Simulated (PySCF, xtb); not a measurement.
Al(Me)(OMe)(PH2) (C₂H₈AlOP), SMILES C[O][Al]([CH3])[PH2]. Other conformers were not sampled.

Harmonic wavenumbers (cm⁻¹) from xtb with GFN2-xTB at its own minimum, in rising order: 15, 74, 84, 92, 109, 130, 191, 240, 375, 482, 505, 560, 568, 619, 709, 1128, 1141, 1142, 1204, 1288, 1418, 1452, 1456, 1482, 1483, 2179, 2261, 2937, 2945, 2955, 2957, 2961, 2970.

Task: What does PySCF 2.14.0 with PBE0-D3(BJ)/def2-SVP give at its own minimum? (The exact figures need the calculation; the answer reports its results.)

Result: 33, 64, 81, 99, 116, 137, 194, 228, 379, 501, 577, 629, 653, 695, 773, 1083, 1185, 1190, 1207, 1266, 1420, 1421, 1472, 1478, 1484, 2393, 2409, 2997, 3048, 3076, 3094, 3144, 3165. Paired by order, the mean absolute difference is 56 cm⁻¹ and the zero-point energies are 57.3 and 59.6 kcal/mol.
